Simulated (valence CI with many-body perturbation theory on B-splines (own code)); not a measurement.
E1 line list for Ir XLV

Method: configuration interaction combined with many-body perturbation theory (CI+MBPT): five valence electrons over a frozen Dirac-Fock core [Ar] 3d10, radial functions for each j: 9 s, 9 p, 8 d, 6 f, 3 g, 1 h, with the one-electron correlation potential Σ1 (screened to all orders), the two-electron term Σ2, the three-electron term Σ3, Breit, model QED; selected single and double excitations, second order for the rest (own B-spline code, finite nucleus).

The last digits are not significant, and no measured levels were compared; by estimate large intervals hold to a few tenths of a per cent, small ones and those within an open d or f shell to about a per cent. Among the levels kept, up to 310 cm⁻¹ of a level comes from second order outside the variational space, and about a tenth of that is noise between levels of different J, which matters for small intervals.

Lines 1 to 50 of 209 in falling wavelength, among levels below 32.041 Ry, chosen from the strongest by gf and those to the six lowest levels. Wavelengths and rates use the calculated energies. Electric multipoles are in the length gauge, E1 and E2 with the static RPA response of the core. Weak lines are less certain than strong ones. Lines between different terms over intervals too small for the method are left out, as are lines whose strength nearly cancels. The highest levels of a list are the least certain.

Levels are named by their leading jj configuration (3d3/2^4 stands for four electrons in 3d with j = 3/2), which in mixed levels can hold well under half, so a name can repeat and another be missing. Letters in brackets count levels of one name in rising energy.

```
λ vac (Å)                               Upper                               Lower   A (s⁻¹)  log gf  Branch %
    308.6          (4s^2 4p1/2^2 4d3/2) J=3/2          (4s^2 4p1/2 4p3/2^2) J=1/2  1.61e+05   -5.04       0.0
    295.9                (4s^2 4p3/2^3) J=3/2          (4s^2 4p1/2^2 4d5/2) J=5/2  4.04e+05   -4.67       1.5
    261.2          (4s^2 4p1/2^2 4d3/2) J=3/2          (4s^2 4p1/2 4p3/2^2) J=5/2  3.36e+07   -2.86       0.2
    232.9          (4s^2 4p1/2^2 4d3/2) J=3/2          (4s^2 4p1/2 4p3/2^2) J=3/2  2.04e+06   -4.18       0.0
    177.0  (4s^2 4p1/2 4p3/2 4d5/2) J=5/2 [a]                (4s^2 4p3/2^3) J=3/2  2.55e+08   -2.14       0.2
    175.4          (4s^2 4p1/2^2 4f7/2) J=7/2  (4s^2 4p1/2 4p3/2 4d5/2) J=7/2 [b]  2.79e+08   -1.99       0.2
    171.4                (4s^2 4p3/2^3) J=3/2          (4s^2 4p1/2^2 4d3/2) J=3/2  1.20e+06   -4.68       4.3
    167.3      (4s 4p1/2^2 4p3/2 4d3/2) J=7/2      (4s^2 4p1/2 4p3/2 4d5/2) J=9/2  2.36e+08   -2.10       0.8
    166.7      (4s 4p1/2^2 4p3/2 4d5/2) J=5/2        (4s 4p1/2 4p3/2^3) J=3/2 [a]  4.40e+08   -1.96       0.1
    159.2          (4s^2 4p1/2^2 4d5/2) J=5/2          (4s^2 4p1/2 4p3/2^2) J=5/2  4.01e+08   -2.04       0.2
    153.2  (4s 4p1/2^2 4p3/2 4d3/2) J=3/2 [a]  (4s^2 4p1/2 4p3/2 4d3/2) J=1/2 [b]  1.12e+09   -1.80       1.5
    153.0  (4s 4p1/2^2 4p3/2 4d3/2) J=1/2 [a]  (4s^2 4p1/2 4p3/2 4d3/2) J=1/2 [b]  1.30e+09   -2.04       3.5
    151.0  (4s 4p1/2^2 4p3/2 4d3/2) J=5/2 [a]  (4s^2 4p1/2 4p3/2 4d3/2) J=3/2 [b]  2.95e+09   -1.22       5.1
    148.4  (4s 4p1/2^2 4p3/2 4d3/2) J=5/2 [a]  (4s^2 4p1/2 4p3/2 4d3/2) J=5/2 [b]  4.57e+08   -2.04       0.8
    148.2          (4s^2 4p1/2^2 4d5/2) J=5/2          (4s^2 4p1/2 4p3/2^2) J=3/2  5.05e+08   -2.00       0.3
    147.2      (4s 4p1/2^2 4p3/2 4d3/2) J=7/2  (4s^2 4p1/2 4p3/2 4d3/2) J=5/2 [b]  4.11e+09   -0.97      13.6
    132.8  (4s 4p1/2^2 4p3/2 4d5/2) J=3/2 [a]      (4s^2 4p1/2 4p3/2 4d5/2) J=1/2  9.80e+08   -1.98       0.4
    131.6  (4s 4p1/2^2 4p3/2 4d3/2) J=3/2 [b]  (4s^2 4p1/2 4p3/2 4d3/2) J=1/2 [b]  2.35e+09   -1.61       0.7
    131.1  (4s 4p1/2^2 4p3/2 4d5/2) J=3/2 [a]  (4s^2 4p1/2 4p3/2 4d5/2) J=3/2 [b]  1.13e+09   -1.93       0.5
    130.6          (4s^2 4p1/2^2 4f7/2) J=7/2  (4s^2 4p1/2 4p3/2 4d3/2) J=5/2 [b]  3.01e+09   -1.21       1.9
    130.5          (4s^2 4p1/2^2 4f5/2) J=5/2      (4s^2 4p1/2 4p3/2 4d3/2) J=7/2  4.79e+09   -1.13       8.1
    130.2  (4s 4p1/2^2 4p3/2 4d3/2) J=3/2 [b]  (4s^2 4p1/2 4p3/2 4d3/2) J=3/2 [b]  6.25e+09   -1.20       1.8
    128.4      (4s 4p1/2^2 4p3/2 4d5/2) J=9/2      (4s^2 4p1/2 4p3/2 4d5/2) J=9/2  8.33e+09   -0.69      32.9
    128.2  (4s 4p1/2^2 4p3/2 4d3/2) J=3/2 [b]  (4s^2 4p1/2 4p3/2 4d3/2) J=5/2 [b]  1.55e+09   -1.81       0.4
    125.3  (4s 4p1/2^2 4p3/2 4d5/2) J=7/2 [a]  (4s^2 4p1/2 4p3/2 4d5/2) J=5/2 [b]  6.89e+09   -0.89       2.1
    125.2  (4s 4p1/2^2 4p3/2 4d5/2) J=7/2 [a]  (4s^2 4p1/2 4p3/2 4d5/2) J=7/2 [b]  4.42e+09   -1.08       1.3
    124.4      (4s 4p1/2^2 4p3/2 4d3/2) J=7/2      (4s^2 4p1/2 4p3/2 4d3/2) J=7/2  7.52e+09   -0.86      24.9
    122.9          (4s^2 4p1/2^2 4f5/2) J=5/2  (4s^2 4p1/2 4p3/2 4d3/2) J=5/2 [a]  1.88e+09   -1.59       3.2
    122.3        (4s 4p1/2 4p3/2^3) J=3/2 [a]                (4s^2 4p3/2^3) J=3/2  1.18e+09   -1.98       0.2
    121.7          (4s 4p1/2^2 4p3/2^2) J=5/2          (4s^2 4p1/2 4p3/2^2) J=5/2  9.33e+09   -0.91       3.4
    120.8  (4s 4p1/2^2 4p3/2 4d3/2) J=1/2 [b]  (4s^2 4p1/2 4p3/2 4d3/2) J=1/2 [b]  1.07e+10   -1.33       1.6
    120.4      (4s 4p1/2^2 4p3/2 4d5/2) J=9/2  (4s^2 4p1/2 4p3/2 4d5/2) J=7/2 [a]  1.70e+10   -0.43      67.0
    119.6  (4s 4p1/2^2 4p3/2 4d3/2) J=1/2 [b]  (4s^2 4p1/2 4p3/2 4d3/2) J=3/2 [b]  4.81e+09   -1.69       0.7
    119.3  (4s 4p1/2^2 4p3/2 4d3/2) J=3/2 [a]  (4s^2 4p1/2 4p3/2 4d3/2) J=1/2 [a]  2.71e+09   -1.64       3.7
    119.2  (4s 4p1/2^2 4p3/2 4d3/2) J=1/2 [a]  (4s^2 4p1/2 4p3/2 4d3/2) J=1/2 [a]  1.45e+10   -1.21      38.9
    119.0  (4s 4p1/2^2 4p3/2 4d3/2) J=3/2 [a]  (4s^2 4p1/2 4p3/2 4d3/2) J=3/2 [a]  9.92e+09   -1.07      13.4
    118.9  (4s 4p1/2^2 4p3/2 4d3/2) J=1/2 [a]  (4s^2 4p1/2 4p3/2 4d3/2) J=3/2 [a]  6.06e+09   -1.59      16.2
    118.8  (4s 4p1/2^2 4p3/2 4d3/2) J=5/2 [a]  (4s^2 4p1/2 4p3/2 4d3/2) J=3/2 [a]  3.90e+09   -1.31       6.8
    118.5  (4s 4p1/2^2 4p3/2 4d3/2) J=3/2 [a]  (4s^2 4p1/2 4p3/2 4d3/2) J=5/2 [a]  8.93e+09   -1.12      12.1
    118.3  (4s 4p1/2^2 4p3/2 4d3/2) J=5/2 [a]  (4s^2 4p1/2 4p3/2 4d3/2) J=5/2 [a]  1.01e+10   -0.90      17.5
    117.5      (4s 4p1/2^2 4p3/2 4d3/2) J=7/2  (4s^2 4p1/2 4p3/2 4d3/2) J=5/2 [a]  1.87e+09   -1.51       6.2
    117.3      (4s 4p1/2^2 4p3/2 4d5/2) J=5/2  (4s^2 4p1/2 4p3/2 4d5/2) J=5/2 [a]  1.26e+10   -0.81       3.9
    116.7      (4s 4p1/2^2 4p3/2 4d5/2) J=1/2      (4s^2 4p1/2 4p3/2 4d5/2) J=1/2  2.93e+09   -1.92       0.7
    116.4  (4s 4p1/2^2 4p3/2 4d5/2) J=7/2 [b]  (4s^2 4p1/2 4p3/2 4d5/2) J=5/2 [b]  8.11e+09   -0.88       1.0
    116.3  (4s 4p1/2^2 4p3/2 4d5/2) J=7/2 [b]  (4s^2 4p1/2 4p3/2 4d5/2) J=7/2 [b]  5.51e+09   -1.05       0.7
    116.1  (4s 4p1/2^2 4p3/2 4d3/2) J=5/2 [b]  (4s^2 4p1/2 4p3/2 4d3/2) J=3/2 [b]  1.49e+09   -1.74       0.1
    115.4      (4s 4p1/2^2 4p3/2 4d5/2) J=1/2  (4s^2 4p1/2 4p3/2 4d5/2) J=3/2 [b]  2.47e+10   -1.01       6.1
    115.2          (4s 4p1/2^2 4p3/2^2) J=5/2          (4s^2 4p1/2 4p3/2^2) J=3/2  1.44e+10   -0.77       5.2
    114.6  (4s 4p1/2^2 4p3/2 4d3/2) J=5/2 [b]  (4s^2 4p1/2 4p3/2 4d3/2) J=5/2 [b]  6.82e+09   -1.09       0.7
    114.0      (4s 4p1/2^2 4p3/2 4d5/2) J=5/2  (4s^2 4p1/2 4p3/2 4d5/2) J=3/2 [a]  1.62e+10   -0.72       5.0
```
